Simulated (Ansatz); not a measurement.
`[NH2][SnH2][Cl]` + F• → `[NH2][SnH][Cl]`• + H–F  (hydrogen abstraction from the Sn–H bond)

Calculated with Ansatz (gas phase, PBE0-D4/def2-TZVP geometries, no zero-point term in ΔE). CCSD(T)/CBS is the MP2 limit (def2-TZVPP, def2-QZVPP) plus CCSD(T) − MP2 in def2-TZVPP, frozen cores. This one scheme is used for every species, atoms too. Functionals use def2-TZVPP. Open shells (•) are unrestricted, without spin–orbit coupling. Spin–orbit coupling would lower the free atoms: a little for F. def2 core potentials past Kr. For Sn outer-core shells are correlated without core-valence functions, so the limit isn't a true one: a few kJ/mol of doubt a bond, and 10 to 20 or more in all where bonds break to atoms. One conformer a species, not always the lowest.

| level | ΔE (kcal/mol) | difference from CCSD(T)/CBS |
| --- | --- | --- |
| r2SCAN-D4 | -66.1 | -2.3 |
| PBE0-D4 | -63.6 | 0.2 |
| ωB97X-V | -60.1 | 3.7 |
| ωB97M-V | -62.7 | 1.1 |
| B2PLYP | -64.3 | -0.5 |
| SCS-MP2/def2-TZVPP | -61.8 | 2.0 |
| CCSD(T)/def2-TZVPP | -60.4 | 3.4 |
| MP2/def2-QZVPP | -68.7 | -4.9 |
| MP2/CBS(def2) | -70.0 | -6.2 |
| CCSD/CBS(def2) | -61.9 | 1.9 |
| CCSD(T)/CBS | -63.8 | 0 |

Largest T1 diagnostic among the species: 0.017.

From PBE to PBE0 (25 % exact exchange), in def2-TZVPP and without D4, ΔE moves by +8.0 kcal/mol. In def2-TZVPP, CCSD(T) changes the Hartree–Fock value by −24.1 kcal/mol (the triples alone add −1.9 kcal/mol) and MP2 by −30.3 kcal/mol.

CCSD(T)/CBS has its own doubt, a few kJ/mol and more with outer-core shells, so smaller differences from it don't rank the levels.
